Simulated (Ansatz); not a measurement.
Start from `Cl[Si](Cl)(Cl)Cl` and change one element to get `[Cl][Sn]([Cl])([Cl])[Cl]`.

Ansatz, PBE0-D4/def2-TZVP geometries, multiplicity 1. 

Elements past krypton have def2 core potentials.

```tsv
property	`Cl[Si](Cl)(Cl)Cl`
HOMO energy (ωB97M-V/def2-TZVPP) / eV	-11.77
LUMO energy (ωB97M-V/def2-TZVPP) / eV	1.54
HOMO–LUMO gap (PBE0/def2-TZVPP) / eV	8.98
LUMO energy (B3LYP/def2-TZVPP) / eV	-0.83
size of the dipole moment (ωB97M-V/def2-TZVPP) / D	0.00
LUMO energy (PBE0/def2-TZVPP) / eV	-0.56
```

(1) What does the change do to each property? (An estimate is asked.)

## Answers

(1) The calculation gave: 
```
                                          property  `[Cl][Sn]([Cl])([Cl])[Cl]`  shift
             HOMO energy (ωB97M-V/def2-TZVPP) / eV                      -12.05  -0.28
             LUMO energy (ωB97M-V/def2-TZVPP) / eV                       -1.12  -2.66
              HOMO–LUMO gap (PBE0/def2-TZVPP) / eV                        6.59  -2.39
               LUMO energy (B3LYP/def2-TZVPP) / eV                       -3.47  -2.64
size of the dipole moment (ωB97M-V/def2-TZVPP) / D                        0.00   0.00
                LUMO energy (PBE0/def2-TZVPP) / eV                       -3.19  -2.63
```

With PBE0 the HOMO falls by 0.24 eV and the LUMO falls by 2.63 eV, so the gap narrows by about 2.39 eV. PBE moves the HOMO by -0.21 eV and ωB97M-V by -0.28 eV.

B3LYP here is the variant with VWN-RPA as its local correlation; programs differ in this.
